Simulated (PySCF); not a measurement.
CH8GeOSi.
Atom-mapped SMILES: `[CH3:1][O:2][GeH2:3][SiH3:4]` (hydrogens: H5, H6, H7 on C1; H8, H9 on Ge3; H10, H11, H12 on Si4)

The calculation used PySCF 2.14.0, PBE0-D3(BJ)/def2-SVP geometry optimisation, gas phase.

(1) List the bond lengths, angles and torsions at this level.

Results:

(1) 
```csv
bond,length (pm)
C1–O2,139.8
O2–Ge3,178.9
Ge3–Si4,237.8
"C1–H5, C1–H6, C1–H7",110.6
"Ge3–H8, Ge3–H9",154.8
"Si4–H10, Si4–H11, Si4–H12",149.4
```

Bonds in one row agree within 1 pm and their mean is given. A selection of angles:
```csv
angle,degrees
O2–C1–H5,112.7
O2–C1–H7,108.6
H5–C1–H6,107.5
C1–O2–Ge3,119.4
O2–Ge3–Si4,104.7
O2–Ge3–H8,108.4
Si4–Ge3–H8,113.5
H8–Ge3–H9,108.4
Ge3–Si4–H10,109.2
H10–Si4–H11,109.1
```

Dihedral angles: C1–O2–Ge3–Si4 179° (antiperiplanar). The mirror-image conformer, all signs reversed, is as good.

Ge3 (germanium bonded to O, Si and 2 H) is distorted tetrahedral (angles from 104.7° to 113.5°). The 4 heavy atoms lie in one plane (0.003 Å rms). Si4 (SiH3 silicon) is tetrahedral (angles from 109.1° to 109.9°).

Point group: near Cs, missed by 0.12 Å at most; the miss may be what the optimiser left on a soft mode. Not checked by PBE0-D3(BJ)/def2-SVP frequencies. One conformer, not necessarily the lowest.
